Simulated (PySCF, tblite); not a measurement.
Isomers of C6H6ClF3, one GFN2-xTB conformer each. Single-point energies are computed at PBE0/pcSseg-1 (PySCF, gas phase, no added dispersion term), electronic only.

```json
{"SMILES": "FC(F)(F)[C@]12C[C@](Cl)(C1)C2", "GFN2-xTB relative energy (kcal/mol)": "0.0"}
{"SMILES": "CC#C[C@@H](CCl)C(F)(F)F", "GFN2-xTB relative energy (kcal/mol)": "3.5"}
```

Conformers: `[CH3:1][C:2]#[C:3][C@@H:4]([CH2:5][Cl:6])[C:7]([F:8])([F:9])[F:10]` with C3–C4–C5–Cl6 -65°.

Question: What does PBE0/pcSseg-1 give for the same structures?

Answer: 
```
                       SMILES  PBE0/pcSseg-1 E (Eh)  PBE0/pcSseg-1 (kcal/mol)  GFN2-xTB (kcal/mol)  point group
FC(F)(F)[C@]12C[C@](Cl)(C1)C2            -991.15469                       0.0                  0.0          C3v
      CC#C[C@@H](CCl)C(F)(F)F            -991.15310                       1.0                  3.5           C1
```

Both levels put the same isomer lowest. As drawn, the lower has a four-membered ring and a quaternary carbon, which the higher lacks; the higher has a C≡C bond, which the lower lacks. Neighbours under 2.5 kcal/mol apart (FC(F)(F)[C@]12C[C@](Cl)(C1)C2 and CC#C[C@@H](CCl)C(F)(F)F) can change places with a better method, another conformer or zero-point energy.

Question: Which frontier levels, dipoles and rotational constants go with these structures?

Answer: 
```json
{"SMILES": "FC(F)(F)[C@]12C[C@](Cl)(C1)C2", "HOMO (eV, PBE0/pcSseg-1)": "-8.68", "LUMO (eV)": "1.06", "dipole (D)": "0.64", "A, B, C (MHz)": "2997, 596.0, 596.0"}
{"SMILES": "CC#C[C@@H](CCl)C(F)(F)F", "HOMO (eV, PBE0/pcSseg-1)": "-7.87", "LUMO (eV)": "0.53", "dipole (D)": "1.37", "A, B, C (MHz)": "1097, 883.4, 546.2"}
```

Question: What happens when harmonic zero-point energies from GFN2-xTB frequencies are added?

Answer: 
| SMILES | ZPE (kcal/mol) | electronic (kcal/mol) | with ZPE (kcal/mol) |
| --- | --- | --- | --- |
| FC(F)(F)[C@]12C[C@](Cl)(C1)C2 | 68.9 | 0.0 | 1.9 |
| CC#C[C@@H](CCl)C(F)(F)F | 66.0 | 1.0 | 0.0 |

The zero-point energies span 2.9 kcal/mol. CC#C[C@@H](CCl)C(F)(F)F becomes the lowest.

Question: As an exercise, what shares would exp(−E/RT) give at 500 K from these electronic energies alone (no entropy, no degeneracies)?

Answer: RT = 0.994 kcal/mol: FC(F)(F)[C@]12C[C@](Cl)(C1)C2 73.2 %, CC#C[C@@H](CCl)C(F)(F)F 26.8 %.
